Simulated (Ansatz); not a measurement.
Stepwise reaction of `[CH3][Ga]([CH3])[F]` with hydrogen, as a gas-phase model of exchange steps in deposition or etching. ΔE in kJ/mol.

Isolated molecules relaxed with PBE0-D4/def2-TZVP in Ansatz; ΔE leaves out vibrations. CCSD(T)/CBS is the MP2 limit (def2-TZVPP, def2-QZVPP) plus CCSD(T) − MP2 in def2-TZVPP, frozen cores. This one scheme is used for every species. Functionals use def2-TZVPP. B3LYP here is the variant with VWN-RPA as its local correlation; programs differ in this. For Ga outer-core shells are correlated without core-valence functions, which leaves a few kJ/mol of doubt a bond. Scalar relativity is left out up to krypton.

```
step                                  reaction  PBE-D4  B3LYP-D4  ωB97M-V  CCSD(T)/CBS
   2  `[CH3][GaH][F]` + H₂ → `[F][GaH2]` + CH₄   -25.3     -30.5    -29.1        -22.7
```

(1) Give the row of step 1, `[CH3][Ga]([CH3])[F]` + H₂ → `[CH3][GaH][F]` + CH₄. (An estimate is asked.)

(2) By hand: ΔE of the 2 steps together at CCSD(T)/CBS.

## Answers

(1) Computed: 
```csv
step,reaction,PBE-D4,B3LYP-D4,ωB97M-V,CCSD(T)/CBS
1,`[CH3][Ga]([CH3])[F]` + H₂ → `[CH3][GaH][F]` + CH₄,-27.0,-32.0,-30.7,-24.5
```

(2) (-24.5) + (-22.7) = -47.2 kJ/mol, or -23.6 kJ/mol a step.

In ΔE the steps differ by no more than 1.8 kJ/mol. All are downhill at CCSD(T)/CBS. PBE-D4 differs from CCSD(T)/CBS by -2.6 to -2.5 kJ/mol a step. Isolated molecules leave out the surface, adducts and barriers. Largest T1 diagnostic: 0.014.
